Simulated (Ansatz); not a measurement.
Cost and result for the atomization energy of C2H6BiF (`[CH3][Bi]([CH3])[F]`) (10 atoms, 9 bonds).

Z-matrix (Å, degrees):
```
C
Bi 1 2.238
H 1 1.089 2 110.2
H 1 1.092 2 109.6 3 120.9
H 1 1.090 2 107.2 3 -119.8
C 2 2.238 1 92.4 3 175.6
F 2 2.033 1 92.7 3 82.7
H 6 1.092 2 109.6 1 63.0
H 6 1.089 2 110.2 1 -176.0
H 6 1.090 2 107.2 1 -56.3
```

Total charge 0; spin multiplicity 1. Correlated methods include outer-core shells of Bi, which these sets cover unevenly. Bi: def2 effective core potential. Geometry: relaxed with PBE0-D4/def2-TZVP. Program: Ansatz. All runs use 4 threads of a server CPU on a shared host. Times are those of one run each, without the atoms' runs, and a repeat can differ threefold. Electronic energies, without spin–orbit coupling; frozen cores. CCSD(T)/CBS adds CCSD(T) − MP2 in def2-TZVPP to the MP2 limit, and its time is that of the two runs behind it. T1 = 0.014. With those shells the extrapolation isn't a true limit. HSE06 is the plane-wave form, built on full-range PBE exchange.

CCSD(T)/CBS is a level of theory with its own doubt, some kJ/mol a heavy atom from the limit and from the frozen cores, so smaller differences don't rank the functionals.

```json
{"level": "revPBE-D4/def2-TZVPP", "functions": "227", "wall time": "2.7 s", "atomization (kcal/mol)": "815.6", "difference from CCSD(T)/CBS": "-3.5", "per bond": "-0.4"}
{"level": "BLYP-D4/def2-TZVPP", "functions": "227", "wall time": "2.8 s", "atomization (kcal/mol)": "825.4", "difference from CCSD(T)/CBS": "6.3", "per bond": "0.7"}
{"level": "HSE06-D4/def2-TZVPP", "functions": "227", "wall time": "4.4 s", "atomization (kcal/mol)": "815.4", "difference from CCSD(T)/CBS": "-3.7", "per bond": "-0.4"}
{"level": "r2SCAN-D4/def2-TZVPP (with forces)", "functions": "227", "wall time": "7 s", "atomization (kcal/mol)": "816.7", "difference from CCSD(T)/CBS": "-2.4", "per bond": "-0.3"}
{"level": "r2SCANh-D4/def2-TZVPP", "functions": "227", "wall time": "7 s", "atomization (kcal/mol)": "810.0", "difference from CCSD(T)/CBS": "-9.1", "per bond": "-1.0"}
{"level": "B2PLYP/def2-TZVPP", "functions": "227", "wall time": "8 s", "atomization (kcal/mol)": "809.0", "difference from CCSD(T)/CBS": "-10.1", "per bond": "-1.1"}
{"level": "PBE-QIDH/def2-TZVPP", "functions": "227", "wall time": "8.5 s", "atomization (kcal/mol)": "804.2", "difference from CCSD(T)/CBS": "-14.9", "per bond": "-1.7"}
{"level": "CCSD(T)/def2-SVP", "functions": "98", "wall time": "9.5 s", "atomization (kcal/mol)": "756.1", "difference from CCSD(T)/CBS": "-63.0", "per bond": "-7.0"}
{"level": "ωB97X-V/def2-TZVPP", "functions": "227", "wall time": "11 s", "atomization (kcal/mol)": "820.2", "difference from CCSD(T)/CBS": "1.1", "per bond": "0.1"}
{"level": "B97M-V/def2-TZVPP", "functions": "227", "wall time": "13 s", "atomization (kcal/mol)": "825.9", "difference from CCSD(T)/CBS": "6.8", "per bond": "0.8"}
{"level": "MP2/def2-QZVPP", "functions": "433", "wall time": "26 s", "atomization (kcal/mol)": "815.3", "difference from CCSD(T)/CBS": "-3.8", "per bond": "-0.4"}
{"level": "CCSD(T)/def2-TZVPP", "functions": "227", "wall time": "4.5 min", "atomization (kcal/mol)": "794.9", "difference from CCSD(T)/CBS": "-24.2", "per bond": "-2.7"}
{"level": "CCSD(T)/CBS(def2)", "functions": "–", "wall time": "4.9 min", "atomization (kcal/mol)": "819.1", "difference from CCSD(T)/CBS": "0.0", "per bond": "0.0"}
```

In def2-TZVPP, CCSD(T) changes the Hartree–Fock value by +218.9 kcal/mol (the triples alone add +13.3 kcal/mol) and MP2 by +224.5 kcal/mol; breaking electron pairs costs correlation energy, which Hartree–Fock lacks. From PBE to PBE0 (25 % exact exchange), in def2-TZVPP and without D4, the atomization energy moves by −19.6 kcal/mol: exact exchange takes away binding that semilocal exchange gives to molecules. The D4 term adds +7.6 kcal/mol with B3LYP and +3.9 kcal/mol with PBE0; it sums over pairs of atoms, weighted by their polarisabilities, and B3LYP, whose exchange is more repulsive, gets the larger term.

B3LYP here is the variant with VWN-RPA as its local correlation; programs differ in this.

Spin–orbit coupling would lower the free Bi atoms strongly, and the atomization energy with them, by more than many differences here.
